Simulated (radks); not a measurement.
Task: The mean radii <r> (bohr) of the occupied orbitals of an atom or ion are listed with their occupations. Calculated with a radial shooting solver on a logarithmic mesh with Libxc functionals: non-relativistic Kohn-Sham, exchange-only LDA, spin-polarised, spherical densities, point nucleus.

| orbital | occ. | <r> |
|---|---|---|
| 1s up | 1 | 0.07755 |
| 1s down | 1 | 0.07755 |
| 2s up | 1 | 0.3681 |
| 2s down | 1 | 0.3681 |
| 2p up | 3 | 0.3294 |
| 2p down | 3 | 0.3293 |
| 3s up | 1 | 1.167 |
| 3s down | 1 | 1.164 |
| 3p up | 3 | 1.279 |
| 3p down | 3 | 1.269 |
| 4s up | 1 | 3.628 |

Name the element and its charge. Open shells, if any, are filled with parallel spins first.

Result: Z = 20, calcium, charge +1: Ca+ in [Ar] 4s1. The 1s radius gives Z: for a bare nucleus <r> = 1.5/Z, 0.075 bohr for Z = 20, and screening makes it slightly larger (0.07755 here). The occupations add up to 19, and the charge is Z minus that.
